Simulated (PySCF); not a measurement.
TDDFT excited states: C4H8Si

Species: C4H8Si.
SMILES: `C#C[SiH](C)C`

Computed with TDDFT B3LYP/def2-SVPD, vertical, gas phase, core orbitals frozen in the response in PySCF 2.14.0, density-fitted response routines. Isolated species at its GFN2-xTB geometry, gas phase.

Predict the UV-vis stick spectrum at this level.

```
state  E (eV)  E (hartree)       f  |μ| (D)  symmetry   main configurations (H = HOMO, L = LUMO)
   S1    6.18       0.2272  0.0001     0.06         –                   H→L (50%), H-1→L+1 (38%)
   S2    6.35       0.2332  0.0014     0.24         –                   H→L+1 (48%), H-1→L (43%)
   S3    6.35       0.2333  0.0071     0.54        A″                   H-1→L+1 (56%), H→L (36%)
   S4    7.44       0.2734   0.059     1.44        A″                     H→L+2 (84%), H→L (10%)
   S5    7.46       0.2740   0.102     1.90        A′                 H-1→L+2 (63%), H-1→L (26%)
   S6    7.82       0.2872   0.244     2.87        A′    H-2→L+1 (34%), H→L+1 (25%), H→L+4 (14%)
   S7    7.84       0.2881  0.0013     0.21         –                   H-2→L (75%), H→L+3 (12%)
   S8    8.02       0.2946   0.036     1.09        A′  H-1→L+3 (55%), H-3→L (19%), H-2→L+1 (18%)
```

Triplets, Tamm–Dancoff:

```tsv
state	E (eV)	λ (nm)	main configurations (H = HOMO, L = LUMO)
T1	5.12	242.2	H→L+1 (40%), H-1→L (38%)
T2	5.55	223.2	H→L+1 (42%), H-1→L (38%)
T3	5.55	223.2	H-1→L+1 (41%), H→L (38%)
```

The lowest singlet comes at 201 nm (596 kJ/mol) in the ultraviolet; it is dark (f under 0.0005); its leading configuration is HOMO→LUMO (50%). The most intense listed level is S6 at 7.82 eV (159 nm, f = 0.244), 1.63 eV above S1. S2/S3 lie within about 0.01 eV of each other. Löwdin shares by element: HOMO carbon 86%; LUMO carbon 47% or more, silicon 19%, hydrogen 7% or more (atoms not listed hold the other 28%). The listed states span 1.83 eV, and the widest gap between neighbours is 1.09 eV (S3 to S4). Of the 8 states listed, 4 reach f = 0.01 and 1 stays under 0.0005. Weighted by f, the mean energy of these states is 7.67 eV. Symmetry labels in Cs follow from the direction of the transition dipole and are given only for states with f of 0.002 or more. The window holds the lowest 8 singlets.
